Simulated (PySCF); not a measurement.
Compound: C5H13PSSi.
Atom-mapped SMILES: `[CH3:1][SiH2:2][P:3]1[CH2:4][CH2:5][S:6][CH2:7][CH2:8]1` (hydrogens: H9, H10, H11 on C1; H12, H13 on Si2; H14, H15 on C4; H16, H17 on C5; H18, H19 on C7; H20, H21 on C8)

The same species was optimised twice, with GFN2-xTB and with PBE0-D3(BJ)/def2-SVP (PySCF), and the same property calculations (PySCF, gas phase) were run on both structures.

| coordinate | GFN2-xTB | PBE0-D3(BJ)/def2-SVP | change |
| --- | --- | --- | --- |
| C1–Si2 (Å) | 1.897 | 1.880 | -0.017 |
| Si2–P3 (Å) | 2.247 | 2.258 | +0.011 |
| P3–C8 (Å) | 1.865 | 1.872 | +0.007 |
| P3–C4 (Å) | 1.868 | 1.873 | +0.005 |
| C5–S6 (Å) | 1.820 | 1.815 | -0.005 |
| S6–C7 (Å) | 1.820 | 1.816 | -0.004 |
| C4–C5 (Å) | 1.520 | 1.524 | +0.004 |
| C7–C8 (Å) | 1.520 | 1.523 | +0.003 |
| C4–P3–C8 (°) | 96.7 | 98.9 | +2.2 |
| C1–Si2–P3 (°) | 107.8 | 109.8 | +2.0 |
| S6–C7–C8 (°) | 111.9 | 113.7 | +1.8 |
| C4–C5–S6 (°) | 112.0 | 113.7 | +1.7 |
| C5–S6–C7 (°) | 98.9 | 99.9 | +1.0 |
| Si2–P3–C8 (°) | 98.3 | 99.1 | +0.8 |
| Si2–P3–C4 (°) | 99.5 | 99.0 | -0.5 |
| P3–C4–C5 (°) | 110.8 | 110.8 | 0.0 |
| C1–Si2–P3–C4 (°) | -74 | -72 | +2 |

Rotational constants: A = 2622, B = 656.7, C = 581.2 MHz (GFN2-xTB) against A = 2584, B = 652.4, C = 575.6 MHz (PBE0-D3(BJ)/def2-SVP). Point groups within 0.08 Å: C1 and C1.

On the GFN2-xTB structure: HOMO (eV) -6.40 [PBE0/pcSseg-1]; LUMO (eV) 0.27 [PBE0/pcSseg-1]; dipole (D) 1.32 [PBE0/pcSseg-1]; GIAO shielding of C1 (ppm) 196.1 [PBE0/pcSseg-1]; GIAO shielding of Si2 (ppm) 386.4 [PBE0/pcSseg-1]; GIAO shielding of P3 (ppm) 449.5 [PBE0/pcSseg-1]; GIAO shielding of C4/C8 (mean) (ppm) 159.8 [PBE0/pcSseg-1]; GIAO shielding of C5/C7 (mean) (ppm) 150.0 [PBE0/pcSseg-1]; GIAO shielding of S6 (ppm) 476.4 [PBE0/pcSseg-1].

Task: What do these properties become on the PBE0-D3(BJ)/def2-SVP structure?

Result: 
```json
{"property": "HOMO (eV)", "level": "PBE0/pcSseg-1", "on GFN2-xTB": "-6.40", "on PBE0-D3(BJ)/def2-SVP": "-6.44", "change": "-0.04"}
{"property": "LUMO (eV)", "level": "PBE0/pcSseg-1", "on GFN2-xTB": "0.27", "on PBE0-D3(BJ)/def2-SVP": "0.28", "change": "+0.01"}
{"property": "dipole (D)", "level": "PBE0/pcSseg-1", "on GFN2-xTB": "1.32", "on PBE0-D3(BJ)/def2-SVP": "1.35", "change": "+0.03"}
{"property": "energy, GFN2-xTB geometry as zero (kcal/mol)", "level": "PBE0/pcSseg-1", "on GFN2-xTB": "0.0", "on PBE0-D3(BJ)/def2-SVP": "-1.4", "change": "-1.4"}
{"property": "GIAO shielding of C1 (ppm)", "level": "PBE0/pcSseg-1", "on GFN2-xTB": "196.1", "on PBE0-D3(BJ)/def2-SVP": "193.6", "change": "-2.5"}
{"property": "GIAO shielding of Si2 (ppm)", "level": "PBE0/pcSseg-1", "on GFN2-xTB": "386.4", "on PBE0-D3(BJ)/def2-SVP": "381.0", "change": "-5.4"}
{"property": "GIAO shielding of P3 (ppm)", "level": "PBE0/pcSseg-1", "on GFN2-xTB": "449.5", "on PBE0-D3(BJ)/def2-SVP": "448.0", "change": "-1.5"}
{"property": "GIAO shielding of C4/C8 (mean) (ppm)", "level": "PBE0/pcSseg-1", "on GFN2-xTB": "159.8", "on PBE0-D3(BJ)/def2-SVP": "159.6", "change": "-0.2"}
{"property": "GIAO shielding of C5/C7 (mean) (ppm)", "level": "PBE0/pcSseg-1", "on GFN2-xTB": "150.0", "on PBE0-D3(BJ)/def2-SVP": "150.4", "change": "+0.4"}
{"property": "GIAO shielding of S6 (ppm)", "level": "PBE0/pcSseg-1", "on GFN2-xTB": "476.4", "on PBE0-D3(BJ)/def2-SVP": "493.4", "change": "+17.0"}
```

The heavy atoms differ by 0.028 Å rms after alignment. Among bonds between heavy atoms C1–Si2 changes most (-0.017 Å). Changes are differences of the printed values. Neither structure is proved a minimum here.
